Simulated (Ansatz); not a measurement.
Computed with Ansatz on PBE0-D4/def2-TZVP structures; ΔE is electronic, products minus reactants. CBS: MP2 limit from def2 TZ/QZ plus the TZ coupled-cluster correction, frozen cores. This one scheme is used for every species. Functionals use def2-TZVPP. B3LYP here is the variant with VWN-RPA as its local correlation; programs differ in this. Elements past krypton have def2 core potentials. For Se, Sn outer-core shells are correlated without core-valence functions, which leaves a few kJ/mol of doubt a bond. Scalar relativity is left out up to krypton. One conformer a species, not always the lowest.

`C[O][SnH2][SeH]` + H₂S → `[SH][SnH2][SeH]` + CH₃OH  (ligand exchange at the Sn–O bond)

| level | ΔE (kJ/mol) |
| --- | --- |
| B3LYP-D4 | -38.8 |
| BHLYP-D4 | -42.7 |
| CAM-B3LYP-D4 | -35.0 |
| r2SCAN0 | -46.2 |
| HF/def2-TZVPP | -44.5 |
| MP2/def2-TZVPP | -39.4 |
| CCSD(T)/def2-TZVPP | -36.4 |
| SCS-MP2/def2-QZVPP | -36.9 |

(1) What does CCSD(T)/CBS give? (Best estimate.)

Largest T1 diagnostic among the species: 0.012.

Results:

(1) Computed: -38.1 kJ/mol. The listed levels differ from it by -0.7, -4.6, 3.1, -8.1, -6.4, -1.3, 1.7, 1.2 kJ/mol.

From PBE to PBE0 (25 % exact exchange), in def2-TZVPP and without D4, ΔE moves by −5.0 kJ/mol. Leaving LDA and LC-ωPBE aside and taking each functional with its dispersion term where it has one, the values, not all of them listed here, spread over 14.6 kJ/mol, from HSE06-D4 to BLYP-D4.
